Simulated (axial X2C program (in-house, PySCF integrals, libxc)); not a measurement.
# LiSc⁺ along the bond: HF, without spin–orbit coupling

Calculated with an in-house all-electron X2C program for linear molecules (integrals from PySCF). Spin-free means the one-electron spin-free X2C Hamiltonian. Basis: Sc dyall-cv3z [10s11p7d5f2g], Li dyall-cv3z [7s8p2d] (cores contracted in-house); Gaussian nuclei, density fitting, unrestricted open shells. Masses: Sc 44.956 u, Li 7.016 u.

State: M_S = 1/2, Λ = 0 (beyond evenly filled blocks: σα). Dipoles are positive if Li is the positive end and refer to the centre of mass.

| R (Å) | μ (D) | HOMO (eV) | LUMO (eV) | ⟨S²⟩ |
| --- | --- | --- | --- | --- |
| 2.692 | 3.522 | -11.03 | -3.92 | 0.821 |
| 2.816 | 3.953 | -10.90 | -3.92 | 0.880 |
| 2.908 | 4.323 | -10.81 | -3.92 | 0.931 |
| 3.001 | 4.707 | -10.74 | -3.91 | 0.983 |
| 3.094 | 5.089 | -10.68 | -3.90 | 1.032 |
| 3.202 | 5.520 | -10.62 | -3.88 | 1.084 |
| 3.311 | 5.931 | -10.57 | -3.87 | 1.130 |
| 3.450 | 6.422 | -10.52 | -3.84 | 1.181 |
| 3.620 | 6.970 | -10.47 | -3.81 | 1.232 |
| 3.868 | 7.676 | -10.42 | -3.85 | 1.287 |

Question: The minimum lies at 3.350 Å. What is the dipole moment there?

Answer: At HF, spin-free, with the sign and origin stated: μ = 6.07 D.

One determinant describes the state; a PBE0 search over occupations chose it and may have missed a lower one. Other states lie close and PBE0, whose exact exchange favours high spin, may order them wrongly; the determinant shown need not be the ground state. The nearest other spin-free determinant of the search, M_S = 1/2, Λ = 1, lies 0.06 eV up at the distance of the search. The determinant is spin-polarised beyond a pure state at some levels (its spin-free form has ⟨S²⟩ too high), which makes Re and μ there less reliable.
